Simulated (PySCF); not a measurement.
PySCF input file for Ge(F)(Cl)2(NH2) (Cl2FGeH2N), SMILES [Ge]([Cl])([Cl])([NH2])[F], IEF-PCM-PBE0/def2-SVP. Coordinates come from a B3LYP-D3(BJ)/def2-SVP optimisation. The structure was generated by enumeration, and PubChem lists no compound with its InChIKey, so it may never have been made. Other conformers were not sampled.

```python
import numpy as np
from pyscf import gto, scf, dft
from pyscf.solvent import pcm

mol = gto.M(
    atom='''
    N     1.94183077   -0.30685503    0.35881981
    Ge    0.15736934   -0.09464480    0.20558485
    F    -0.59478165   -0.55419964    1.69351897
    Cl   -0.26560544    1.97484723   -0.14947287
    Cl   -0.79589637   -1.32445050   -1.28317005
    H     2.28485493   -1.25356979    0.20720551
    H     2.48507628    0.36124114   -0.18440087
    ''',
    basis='def2-SVP',
    charge=0,
    spin=0,
    max_memory=1600,
    verbose=3,
)
mf = dft.RKS(mol, xc='pbe0').density_fit(auxbasis='def2-universal-jkfit')
mf.grids.level = 3
mf.conv_tol = 1e-9
mf.max_cycle = 100
mf.kernel()
res = {}
for name, eps in {'water': 78.355, 'methanol': 32.613, 'toluene': 2.3741}.items():
    s = mf.PCM()
    s.with_solvent.method, s.with_solvent.eps, s.with_solvent.lebedev_order = 'IEF-PCM', eps, 29
    s.kernel(mf.make_rdm1())
    res[name] = (s.e_tot, eps, s.dip_moment(), s.mo_energy, s.converged)
    print(f'{name}: electrostatic solvation free energy {(s.e_tot - mf.e_tot) * 627.509474:.3f} kcal/mol')
```

Log of the run:

```
converged SCF energy = -3151.95455035947

WARN: PCM is an experimental feature. It is still in testing.
Features and APIs may be changed in the future.

converged SCF energy = -3151.96437262747
Dipole moment(X, Y, Z, Debye):  3.41395, -0.47464, -1.71878
water: electrostatic solvation free energy -6.164 kcal/mol

WARN: PCM is an experimental feature. It is still in testing.
Features and APIs may be changed in the future.

converged SCF energy = -3151.96407930681
Dipole moment(X, Y, Z, Debye):  3.39409, -0.47106, -1.70862
methanol: electrostatic solvation free energy -5.980 kcal/mol

WARN: PCM is an experimental feature. It is still in testing.
Features and APIs may be changed in the future.

converged SCF energy = -3151.95909322164
Dipole moment(X, Y, Z, Debye):  3.05476, -0.41377, -1.55714
toluene: electrostatic solvation free energy -2.851 kcal/mol
```

Self-consistency was reached.
